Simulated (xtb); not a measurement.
I₃Zr (SMILES [I][Zr+]([I])[I]), charge +1, singlet, geometry from GFN2-xTB (such geometries of metal compounds can be far from the true shape) (the multiplicity is a formal guess), atoms displaced at random by about 0.1 Å a coordinate. Base run: GFN2-xTB in xtb.

Here is a job for xtb.
```
$ xtb mol.xyz --gfn 2 --chrg 1 --opt --json

# file mol.xyz
4

Zr    -0.44970372     0.23461221     0.96373747
I     -2.06872311    -1.70667065    -0.30799632
I      0.19736030     2.21061218    -1.34502853
I      1.94014604    -0.91858258     0.72678683
```

Variants of this job, named by their change:

```
change               ΔE vs base (kJ/mol)  optimiser steps
-------------------  -------------------  ---------------
base                                0.00               12
opt level = sloppy                  0.00               11
opt level = tight                   0.00               12
opt level = crude                   0.30                9
opt level = lax                     0.00               11
opt level = loose                   0.00               11
engine = lbfgs                      0.00                -
alpb = toluene                       [?]               11
opt level = extreme                 0.00               13
alpb = ether                         [?]               12
```

Task: Fill in the missing entries.

Result: 
- alpb = toluene, ΔE vs base (kJ/mol): -196.6
- alpb = ether, ΔE vs base (kJ/mol): -212.7
